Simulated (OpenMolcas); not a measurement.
Ni3+ (d7) in a complex was computed by CASSCF with the d shell active (OpenMolcas, ANO-RCC-VDZP on the metal). Its lowest spin-free states, and all those of the highest spin:

| 2S+1 | Degeneracy | E (cm-1) |
| --- | --- | --- |
| 4 | 1 | 0.0 |
| 4 | 3 | 3956 |
| 4 | 3 | 7302 |
| 2 | 3 | 19377 |
| 2 | 2 | 19550 |
| 2 | 1 | 20213 |
| 4 | 3 | 22299 |
| 2 | 3 | 22814 |
| 2 | 3 | 25058 |
| 2 | 3 | 25270 |
| 2 | 2 | 26043 |
| 2 | 3 | 28926 |

Question: Is the site octahedral, tetrahedral or cube-like, axial, or of lower symmetry?

Answer: The states with 2S+1 = 4 have orbital degeneracies 1, 3, 3, 3. Threefold states need a cubic site. For d7 at this spin an octahedron puts the threefold T1 below the threefold T2 and a tetrahedron or cube puts the single A2 below the threefold T2, so the site is a tetrahedron or a cube, which this pattern cannot tell apart. The first gap at this spin, 3960 cm-1, is |10Dq| in ligand-field theory. The run had Ni3+ with 4 ligands (chloride) in tetrahedral coordination (Td) at 2.23 Å. A charge of +0.25 e stands 2.4 Å behind each ligand. Ligand basis ANO-RCC-VDZP.

Without dynamic correlation the repulsion within the d shell is too large (B by tens of per cent), so at a given field states of lower spin stand too high. Ligand-to-metal charge-transfer states are missing. With no ligand orbital active B as a rule stays too high, so bands that hang on it stand too high and its fall with covalency is understated. With metal d orbitals alone and no dynamic correlation the field as a rule comes out too small, by tens of per cent, by up to half for chloride and softer ligands, and the orbital part of g and χT, which goes as 1/10Dq, too large. No measured value stands beside these numbers; the geometry is a model, was not optimised and need not be the one that this ion takes.
